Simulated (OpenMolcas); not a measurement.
## F+: the spin-orbit constant, thermal populations, Slater's ratio, worked from levels

- Program: OpenMolcas
- Basis: ANO-R1 [3s2p1d]
- Scalar Hamiltonian: X2C, finite nucleus
- Active space: 6 electrons in 4 orbitals (2s 2p)
- State averaging: 2S+1 = 3 even, 3 roots; 2S+1 = 1 even, 6 roots; 2S+1 = 3 odd, 3 roots; 2S+1 = 1 odd, 3 roots
- Spin-orbit coupling: RASSI with atomic mean-field integrals over the reference wave functions, term energies averaged over their components

Methods: CASSCF; SS-CASPT2, IPEA 0.25 Eh, imaginary shift 0.1 Eh (closed shells correlated: 1s). Measured levels: NIST Handbook of Basic Atomic Spectroscopic Data.

**The spin-orbit constant.** For the Hund term 3P of p4, E(J) = (A/2) J(J+1) + constant and ζ = -2S·A = -2A. From J = 0 to J = 2 the energy changes by 3 A.

| Source | E(2) - E(0) | A | ζ |
| --- | --- | --- | --- |
| CASSCF | -477.4 | -159.1 | 318 |
| SS-CASPT2 | -477.8 | -159.3 | 319 |
| measured | -489.7 | -163.2 | 326 |

All in cm-1. SS-CASPT2 is off by -2.4 % and CASSCF by -2.5 %. Both methods take the spin-orbit matrix elements from the reference wave functions, so the second can move ζ only through the term energies and any multistate remixing. Second-order mixing with other terms is absorbed into this ζ.

**Thermal populations.** Z = Σ (2J + 1) exp(-E/kT) with k = 0.695035 cm-1/K, over the levels below. No other level of either list lies under 90000 cm-1, which is above 7 kT at each temperature.

| Level | 2J + 1 | SS-CASPT2 | measured |
| --- | --- | --- | --- |
| 2s2 2p4 3P2 | 5 | 0.0 | 0.0 |
| 2s2 2p4 3P1 | 3 | 322 | 341 |
| 2s2 2p4 3P0 | 1 | 478 | 490 |
| 2s2 2p4 1D2 | 5 | 21670 | 20873 |
| 2s2 2p4 1S0 | 1 | 45150 | 44918 |

| T (K) | Z, SS-CASPT2 | Z, measured levels | Ground level (%), SS-CASPT2 | Ground level (%), measured levels |
| --- | --- | --- | --- | --- |
| 5000 | 8.616 | 8.600 | 58.0 | 58.1 |
| 8000 | 8.851 | 8.855 | 56.5 | 56.5 |
| 12000 | 9.207 | 9.237 | 54.3 | 54.1 |

At 12000 K, kT = 8340 cm-1, and the computed levels give Z = 5.000 + 2.886 + 0.944 + 0.372 + 0.004 = 9.207.

**Slater's ratio.** With one set of orbitals, p4 has 1D - 3P = 6 F2 and 1S - 1D = 9 F2 (F2 = F²/25), a ratio of 3/2. Term energies are centres of gravity, weighted by 2J + 1.

```
   Source  1D - 3P  1S - 3P  F2 from the first  Ratio
   CASSCF    22581    42243               3764  0.871
SS-CASPT2    21514    44993               3586  1.091
 measured    20705    44750               3451  1.161
```

Energies in cm-1. A ratio away from 3/2 shows effects beyond one configuration with one set of orbitals, and in heavier atoms second-order spin-orbit shifts. In CASSCF the valence s occupation is 1.93 in 1S against 2.00 in 1D: mixing out of s² acts most on 1S and pulls it down.

CASPT2 does not keep the components of a term degenerate, so their means are used; among the terms shown or strongly mixed into the levels shown the widest spread is 44 cm-1 (2s2 2p4 1D, SS-CASPT2). Without dynamic correlation excited terms often stand tens of per cent too high (terms of higher spin than the ground term too low), and those without a measured partner can miss by more than the paired ones (holds for CASSCF). Measured partners are found by configuration, term and J. A level has none where our copy of the source lacks it or the pairing is in doubt (some pairs that miss far off the trend of their configuration count as doubtful), and it then counts in no deviation. Levels of configurations outside the active space are missing.
